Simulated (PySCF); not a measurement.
# Pt (platinum, neutral) across methods

[Xe] 4f14 5d8 6s1 7s1, high-spin 5F determinant (an excited configuration). Calculation: PySCF 2.14, in aug-cc-pwCVDZ-PP with ECP60MDF; a scalar-relativistic core potential.

```
   method  E (hartree)  mean ε 5d β (eV)  mean ε 6s α (eV)  mean ε 7s α (eV)  Σ⟨r²⟩ (bohr²)   ⟨S²⟩
      M06    -119.0957           -13.455           -11.139            -1.726          107.8  6.002
CAM-B3LYP    -119.0579           -14.873           -12.616            -2.187          105.2  6.001
      LDA    -118.8990           -11.898           -10.940            -1.626          103.9  6.000
   r2SCAN    -119.1609           -12.041           -10.930            -1.590          105.2  6.001
     PBE0    -119.1080           -13.410           -11.456            -1.913          105.4  6.001
  r2SCAN0    -119.1100           -13.612           -11.727            -1.826          105.3  6.001
      UHF   -118.31464           -17.287           -13.173            -2.411          107.1  6.003
      PBE    -119.1445           -11.795           -10.644            -1.653          105.1  6.001
```

Q: Estimate the same row for B3LYP.

A: E (hartree) = -119.1536; mean ε 5d β (eV) = -13.184; mean ε 6s α (eV) = -11.285; mean ε 7s α (eV) = -1.761; Σ⟨r²⟩ (bohr²) = 105.2; ⟨S²⟩ = 6.001.

Energies and moments cover only the electrons outside the core potential. Spin-orbit coupling, absent here, splits the open shell strongly. The outer electron is Rydberg-like, and this basis confines it to a smaller radius and binds it less than a complete one would.
